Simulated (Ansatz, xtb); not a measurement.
# BrClH3OSi2+: which of two isomers lies lower

Structure X is `[SiH3]O[Si+](Cl)Br`, a singlet and structure Y is `Cl[SiH2]O[SiH+]Br`, a singlet. Both are isolated ions in the gas phase, relaxed with B3LYP-D3(BJ)/def2-SVP; the shapes shown needn't be the lowest conformers.

X (Å):

```xyz
8

Br    0.5191    2.5418    0.3425
Cl   -1.9778    1.2424    2.5026
O     0.0307   -0.5708    1.0577
Si    0.6295   -2.1834    0.7304
Si   -0.4439    0.8985    1.2926
H     1.1935   -2.6273    2.0222
H    -0.5676   -2.9365    0.3023
H     1.6378   -2.0041   -0.3353
```

Y (Å):

```yaml
atoms:
  - { symbol: Br, position_ang: [-2.4735, 0.9636, -2.3064] }
  - { symbol: Cl, position_ang: [-0.6730, -1.7188, 0.1137] }
  - { symbol: O, position_ang: [-0.0603, 1.2246, -0.1288] }
  - { symbol: Si, position_ang: [0.4837, -0.1695, 0.7706] }
  - { symbol: Si, position_ang: [-0.9671, 1.9637, -1.1845] }
  - { symbol: H, position_ang: [1.8957, -0.3166, 0.3807] }
  - { symbol: H, position_ang: [0.2080, 0.1817, 2.1735] }
  - { symbol: H, position_ang: [-0.7360, 3.4007, -1.3750] }
```

**Question.** Which of the two would you expect CCSD(T)/def2-SVP + ΔMP2/def2-TZVPP electronic energies to favour?

**Answer.** Too close to call at this level: CCSD(T)/def2-SVP + ΔMP2/def2-TZVPP gives E(Y) − E(X) = −1.83 kcal/mol.

The same difference at several levels:

```
                             level               geometry  E(Y) − E(X) (kcal/mol)  departure from the last row (kcal/mol)  job, with rough time for the two
             B3LYP-D3(BJ)/def2-SVP  B3LYP-D3(BJ)/def2-SVP                     −2.60                                   −0.77             optimisation, 3.5 min
                       HF/def2-SVP  B3LYP-D3(BJ)/def2-SVP                     −3.25                                   −1.42           part of the CCSD(T) run
                      MP2/def2-SVP  B3LYP-D3(BJ)/def2-SVP                     −1.61                                   +0.21           part of the CCSD(T) run
                  CCSD(T)/def2-SVP  B3LYP-D3(BJ)/def2-SVP                     −1.70                                   +0.13                      single point
CCSD(T)/def2-SVP + ΔMP2/def2-TZVPP  B3LYP-D3(BJ)/def2-SVP                     −1.83                                                        single point, 47 s
```

As drawn, both hold the same kinds of bond in the same numbers.

The largest departure from CCSD(T)/def2-SVP + ΔMP2/def2-TZVPP is that of HF/def2-SVP, 1.42 kcal/mol. Levels run at GFN2-xTB geometries aren't shown. The last row adds to CCSD(T) the change of the MP2 difference between the two basis sets, here −0.13 kcal/mol.

With harmonic frequencies from B3LYP-D3(BJ)/def2-SVP (ideal gas, rigid rotor, one conformer each, 298.15 K, 1 atm): on the last row, ΔE + ΔZPE = −1.52 kcal/mol. A mode under 50 cm⁻¹ makes harmonic enthalpies and free energies unreliable, so none is given.

The correlated steps freeze 25 core orbitals; the filled d shell of Br is correlated, in a basis made for valence electrons. Programs: Ansatz 0.2.0; the last row on 2 threads of Intel(R) Xeon(R) Platinum 8259CL CPU @ 2.50GHz (Skylake/Cascade Lake) on a shared host.
